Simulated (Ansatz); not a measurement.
The molecule TiN, multiplicity 2 (the spin of the measured ground state). No spin–orbit coupling. Ti is treated without relativity. The T1 diagnostic near the minimum is 0.074, so single-reference values are doubtful.

D_e counts from the fitted minimum to each atom's lowest state at the same level, without counterpoise. The lowest state of Ti differs between levels (2S+1 = 3, 5).

Programs: Ansatz (Gaussian orbitals). Values without a source in brackets are computed.

| level | bond energy D_e (kcal/mol) |
|---|---|
| SVWN5/def2-TZVPP | 166.43 |
| PBE/def2-TZVPP | 140.85 |
| r2SCAN/def2-TZVPP | 113.20 |
| B3LYP/def2-TZVPP | 113.76 |
| CAM-B3LYP/def2-TZVPP | 107.46 |
| wB97X-V/def2-TZVPP | 110.19 |
| wB97M-V/def2-TZVPP | (withheld) |

Q: What belongs in the gaps?

A: 
- wB97M-V/def2-TZVPP, bond energy D_e (kcal/mol): 103.77

Ansatz is a quantum-chemistry and plane-wave program.
